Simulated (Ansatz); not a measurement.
Coupled-cluster run, `BN(CC)C(C)(C)C`.

```yaml
crystal:
  periodic: [false, false, false]
  atoms:
    - {symbol: B, position_ang: [-1.038417, -1.678295, 0.679910]}
    - {symbol: N, position_ang: [-0.158588, -0.639398, 0.411343]}
    - {symbol: C, position_ang: [0.728089, -0.197193, 1.492485]}
    - {symbol: C, position_ang: [0.028558, 0.659388, 2.532014]}
    - {symbol: C, position_ang: [0.001939, 0.053795, -0.884664]}
    - {symbol: C, position_ang: [1.362718, -0.303895, -1.487152]}
    - {symbol: C, position_ang: [-0.099544, 1.568486, -0.697183]}
    - {symbol: C, position_ang: [-1.078725, -0.369706, -1.868570]}
    - {symbol: H, position_ang: [-1.002865, -2.162277, 1.777136]}
    - {symbol: H, position_ang: [-1.807545, -2.092735, -0.130862]}
    - {symbol: H, position_ang: [1.145215, -1.082157, 1.977539]}
    - {symbol: H, position_ang: [1.575033, 0.348034, 1.072387]}
    - {symbol: H, position_ang: [0.727483, 0.946700, 3.322188]}
    - {symbol: H, position_ang: [-0.792171, 0.102889, 2.988957]}
    - {symbol: H, position_ang: [-0.383152, 1.569721, 2.093138]}
    - {symbol: H, position_ang: [2.192360, 0.005905, -0.848955]}
    - {symbol: H, position_ang: [1.488856, 0.191001, -2.452848]}
    - {symbol: H, position_ang: [1.434721, -1.382670, -1.640556]}
    - {symbol: H, position_ang: [-1.075037, 1.840911, -0.288623]}
    - {symbol: H, position_ang: [0.016788, 2.066037, -1.662310]}
    - {symbol: H, position_ang: [0.673898, 1.958584, -0.033448]}
    - {symbol: H, position_ang: [-0.947083, 0.191166, -2.796256]}
    - {symbol: H, position_ang: [-1.020688, -1.432914, -2.102883]}
    - {symbol: H, position_ang: [-2.076839, -0.161574, -1.479288]}
basis:
  gaussian: {orbitals: def2-TZVPP}
correlation: {method: ccsd_t}
output: {orbitals: {seedname: orbitals}}
```

```sh
$ ansatz run in.yaml --threads 4 --pin off --events-out ev --progress --plain --max-ram 66560MiB --backend cuda --devices 0, --max-vram 37GiB
```

The program prints (abridged):

```
Functional definition: HF
2738 factors; integrals over basis functions are off by at most 1.1e-3 eV
mean field evaluation 1: about -8585.7937 eV, gradient 5.0e1 eV
mean field evaluation 2: about -8586.1636 eV, gradient 5.0e1 eV
mean field evaluation 4: about -8593.0163 eV, gradient 7.2e0 eV
mean field evaluation 8: about -8593.1583 eV, gradient 3.2e-1 eV
mean field -8593.15859767 eV, -315.7927538121 hartree, gradient 2.9e-6 eV, S^2 0.000000; 0 other end points of the search recorded, 0 dependent functions left out
8 core orbitals not correlated: weight in the atoms' cores, before any rotation towards them, 1.000 or more for the frozen orbitals, at most 0.000 for the correlated occupied ones
reference -8593.15859767 eV, -315.7927538121 hartree; 24, 24 occupied and 440, 440 virtual orbitals, 2738 factors
second order -37.71068883 eV of doubles, -0.00000000 eV of singles
cycle   1  -38.80305042 eV  change    -1.1e0 eV  update   1.3e-1
cycle   2  -39.74094865 eV  change   -9.4e-1 eV  update   3.5e-2
cycle   3  -39.91310961 eV  change   -1.7e-1 eV  update   1.8e-2
cycle   4  -39.90173860 eV  change    1.1e-2 eV  update   5.5e-3
cycle   5  -39.90249769 eV  change   -7.6e-4 eV  update   3.2e-3
cycle   6  -39.90288236 eV  change   -3.8e-4 eV  update   9.8e-4
cycle   7  -39.90239477 eV  change    4.9e-4 eV  update   3.2e-4
cycle   8  -39.90237295 eV  change    2.2e-5 eV  update   8.3e-5
cycle   9  -39.90237771 eV  change   -4.8e-6 eV  update   2.3e-5
perturbative correction -1.63305261 eV, -0.0600135764 hartree
Total energy: -8634.69402798 eV, -317.3191527226 hartree
```

Run time 43 s (4 threads of an AMD EPYC 7R13 on a shared host and a share of an NVIDIA H100 80 GB); peak host memory 1.1 GiB.

The correlation energy is -41.535 eV, 3.9 % of it from (T); the T1 diagnostic reads 0.0114.
